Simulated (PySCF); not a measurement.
C3H13NSi2 (charge +1 and doublet state).
Atom-mapped SMILES: `[CH3:1][CH2:2][Si@@:3]([CH3:4])([NH2+:5])[SiH3:6]` (hydrogens: H7, H8, H9 on C1; H10, H11 on C2; H12, H13, H14 on C4; H15, H16 on N5; H17, H18, H19 on Si6)

Geometry (GFN2-xTB, Å), atoms numbered from 1 in this order:
```xyz
19
C3H13NSi2 angstrom
C      2.278   -0.538    0.222
C      0.964   -1.215   -0.153
Si    -0.605   -0.187    0.208
C     -2.268   -0.667   -0.557
N     -0.766    0.194    1.857
Si    -0.017    2.010   -0.988
H      3.110   -1.202   -0.003
H      2.426    0.383   -0.339
H      2.318   -0.307    1.283
H      0.985   -1.481   -1.211
H      0.875   -2.151    0.402
H     -2.216   -0.731   -1.640
H     -2.581   -1.640   -0.187
H     -3.046    0.045   -0.300
H     -0.004    0.219    2.516
H     -1.642    0.419    2.302
H     -1.317    2.636   -1.194
H      0.648    1.542   -2.199
H      0.849    2.680   -0.026
```

The hyperfine couplings belong to this conformer and change with its torsions.

Method used: PySCF, UKS B3LYP, pcH-1 on C H N Si, non-relativistic, mean-field spin-orbit, GIAO. Isolated species at its GFN2-xTB geometry (one conformer only). The geometry wasn't refined by DFT: couplings that depend on bond lengths, twists or pyramidal angles can differ widely from those at the functional's own minimum, by a factor of two or more for some ions and for spin on atoms past the first row. No stability test was run, so a lower SCF solution isn't excluded.

**Question.** Give the isotropic g value and a_iso(29Si) at Si6.

**Answer.** g_iso = 2.00540 and a = -92.48 MHz, or -3.295 mT (Mulliken spin population +0.41). 29Si makes up about 4.7 % of the natural element, so this concerns labelled samples or satellites.

**Question.** For one electron spin and this one nucleus (I = 1/2, g_N = -1.1106), compare first-order, second-order and exact resonance fields at 9.733 GHz.

**Answer.** B0 = hν/(g μB) = 346.764 mT and a/B0 = -0.0095. B(1) = B0 − a·mI, B(2) = B(1) − a²[I(I+1) − mI²]/(2B0); the exact values solve the Breit–Rabi equation, nuclear Zeeman term included.

| mI | first order (mT) | second order (mT) | exact (mT) | exact − first order |
| --- | --- | --- | --- | --- |
| −1/2 | 345.116 | 345.108 | 345.108 | -0.008 |
| +1/2 | 348.411 | 348.403 | 348.403 | -0.008 |

**Question.** Someone takes the midpoint and the distance of the outer exact lines at face value. What g and a result?

**Answer.** Their midpoint, 346.756 mT, gives an apparent g of 2.00545 (true 2.00540), and their distance over 2I an apparent |a| of 3.295 mT (true 3.295).

**Question.** Give the zero-field levels of this pair of spins.

**Answer.** F = I ± 1/2 = 1 and 0, at a·I/2 = -23.1 MHz and −a(I+1)/2 = +69.4 MHz, that is |a|(I + 1/2) = 92.5 MHz apart; F = 1 lies lower.

Other couplings of abundant isotopes, left aside here: 1 × 1H 33 MHz, 3 × 1H 28 MHz, 1 × 1H 21 MHz, 1 × 1H 21 MHz, 1 × 14N 14 MHz, 3 × 1H 8 MHz, 3 × 1H 3 MHz, and 1 smaller.

Means are taken over nuclei equivalent by connectivity, which assumes that they swap fast. H15 and H16 aren't averaged: N5 is flat or nearly so (angle sum 360°), and its turn about the short N5–Si3 bond (1.70 Å) is taken as slow. The three 1H nuclei of mean +7.9 MHz run from -3.6 to 30.7 MHz in the frozen geometry. The three 1H nuclei of mean +28.4 MHz run from 18.3 to 39.8 MHz in the frozen geometry.
